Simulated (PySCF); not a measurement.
# Spinor energies of Gd⁺ (gadolinium, charge +1)

Start: [Xe] 4f7 5d2; 4f7/2 filled at m_j = -5/2, -3/2, -1/2, +1/2, +3/2, +5/2, +7/2; 5d5/2 filled at m_j = +3/2, +5/2. Calculated with PySCF 2.14 in x2c-TZVPall-2c with one added diffuse shell each of s, p, d, f type (12s12p11d5f1g, 147 functions): generalised Hartree-Fock with the X2C-1e Hamiltonian and a Gaussian nucleus; spin-orbit coupling (SO) screened by Boettger's factors. This is a chosen level, not necessarily the ground level.

```
spinor shell  electrons  ε, screened SO (eV)  weight of nominal j (screened SO)  rms radius, screened SO (bohr)
       1s1/2          2             -50491.1                              1.000                          0.0249
       2s1/2          2              -8459.4                              1.000                           0.101
       2p1/2          2              -8016.2                              1.000                          0.0864
       2p3/2          4              -7315.7                              1.000                          0.0928
       3s1/2          2              -1928.5                              1.000                           0.260
       3p1/2          2              -1736.0                              1.000                           0.252
       3p3/2          4              -1588.8                              1.000                           0.265
       3d3/2          4              -1260.0                              0.994                           0.237
       3d5/2          6              -1227.8                              0.996                           0.241
       4s1/2          2              -414.41                              1.000                           0.588
       4p1/2          2              -338.82                              0.966                           0.605
       4p3/2          4              -303.70                              0.983                           0.633
       4d3/2          4              -178.43                              0.724                           0.684
       4d5/2          6              -168.17                              0.816                           0.690
       5s1/2          2              -64.260                              1.000                            1.45
       5p1/2          2              -41.507                              0.843                            1.62
       5p3/2          4              -35.959                              0.921                            1.73
       4f7/2          7              -26.574                              0.528                           0.934
       5d5/2          2              -11.269                              0.879                            2.86
```

| quantity | screened SO |
| --- | --- |
| E (hartree) | -11270.70275 |
| M_J | 15/2 |
| ⟨J²⟩ | 63.765 |
| ⟨L²⟩ | 12.259 |
| ⟨S²⟩ | 24.627 |

Each row is a mean over spinors that exchange with the open shell spreads, by up to 19.677 eV (4d5/2).

Rows whose weight is well below 1 are mixtures of j = l ± 1/2: exchange outweighs spin-orbit coupling there, and the label is only the starting occupation.

Breit and QED terms are absent; they matter most for the inner s and p1/2 levels.

Densities and radii are taken from the X2C orbitals without a picture-change correction, which distorts them close to the nucleus.
